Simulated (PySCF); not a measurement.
## Electronic absorption of H10OSi4

Species: H₁₀OSi₄.
InChI=1S/H10OSi4/c1-4-5(2)3/h1,5H,4H2,2-3H3

Computed with TDDFT B3LYP/def2-SVPD, vertical, gas phase, core orbitals frozen in the response (PySCF 2.14.0, density-fitted response routines). Geometry: PBE0-D3(BJ)/def2-SVP, one conformer, isolated molecule. Torsions of this conformer, `[OH:1][SiH2:2][SiH:3]([SiH3:4])[SiH3:5]`: O1–Si2–Si3–Si4 57°, H–O1–Si2–Si3 180°.

```json
{"state": "S1", "E (eV)": "5.88", "E (hartree)": "0.2162", "f": "0.055", "main configurations (H = HOMO, L = LUMO)": "H→L (95%)"}
{"state": "S2", "E (eV)": "5.97", "E (hartree)": "0.2193", "f": "0.012", "main configurations (H = HOMO, L = LUMO)": "H-1→L (96%)"}
{"state": "S3", "E (eV)": "6.50", "E (hartree)": "0.2389", "f": "0.0033", "main configurations (H = HOMO, L = LUMO)": "H→L+2 (36%), H→L+1 (32%), H-1→L+1 (20%)"}
{"state": "S4", "E (eV)": "6.52", "E (hartree)": "0.2396", "f": "0.0037", "main configurations (H = HOMO, L = LUMO)": "H→L+1 (53%), H-1→L+1 (19%), H→L+2 (18%)"}
{"state": "S5", "E (eV)": "6.60", "E (hartree)": "0.2425", "f": "0.0006", "main configurations (H = HOMO, L = LUMO)": "H-2→L (93%)"}
{"state": "S6", "E (eV)": "6.77", "E (hartree)": "0.2489", "f": "0.018", "main configurations (H = HOMO, L = LUMO)": "H-1→L+2 (54%), H→L+3 (18%), H→L+4 (15%)"}
```

The lowest singlet lies at 5.88 eV (211 nm, ultraviolet) and is of moderate strength; its leading configuration is HOMO→LUMO (95%). The lowest level is also the most intense of those listed (f = 0.055). Löwdin shares by element: HOMO silicon 67% or more, hydrogen 6% or more (atoms not listed hold the other 27%); LUMO silicon 42% or more, oxygen 16%, hydrogen 8% or more (atoms not listed hold the other 34%). Of the 6 states listed, 3 reach f = 0.01 and none stays under 0.0005. Weighted by f, the mean energy of these states is 6.12 eV. The listed states span 0.89 eV, and the widest gap between neighbours is 0.53 eV (S2 to S3). The window holds the lowest 6 singlets.
